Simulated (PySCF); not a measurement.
Titanium dioxide, O₂Ti, SMILES [O]=[Ti]=[O], point group C2v.

Level: PBE0/pcSseg-2 in PySCF (density fitting, grid level 2); geometry and Hessian at that level, cubic constants and property derivatives from steps of ±0.6 along each species' dimensionless normal coordinates, second-order vibrational perturbation theory. The parent has the commonest isotopes.

Equilibrium geometry (Å):

| atom | x | y | z |
| --- | --- | --- | --- |
| O1 | -1.3392 | 0.1243 | -0.2421 |
| Ti2 | 0.0364 | -0.2729 | 0.5305 |
| O3 | 1.3487 | 0.1385 | -0.3386 |

Species: ¹⁸O at 1, ¹⁸O at 3. Output of the displacement run:

```
mode    cm-1    km/mol   phi_rrr   E(+)/cm-1  E(-)/cm-1
  1    333.42    12.90     -39.9      58.62      61.51
  2    962.14   462.71       1.8     173.25     173.43
  3   1007.98    41.36    -163.5     175.66     187.43
```

For the shielding of O1 (σe = -954.91 ppm):

```
mode  ω (cm⁻¹)  Σr φrrs (cm⁻¹)    ∂σ/∂q  ∂²σ/∂q²
   1       333             -68    6.208   -7.040
   2       962               0  -49.382   -2.741
   3      1008            -297  -83.827   -9.565
```

**Question.** Work out the zero-point average of this shielding.

**Answer.** With ⟨qs⟩ = −Σr φrrs/(4ωs) and ⟨qs²⟩ = 1/2: the mean displacements are 0.051, 0.000, 0.074. The anharmonic term Σ (∂σ/∂q)⟨q⟩ is -5.87 ppm, the harmonic term ¼ Σ ∂²σ/∂q² is -4.84 ppm, so ⟨σ⟩ = -965.62 ppm.
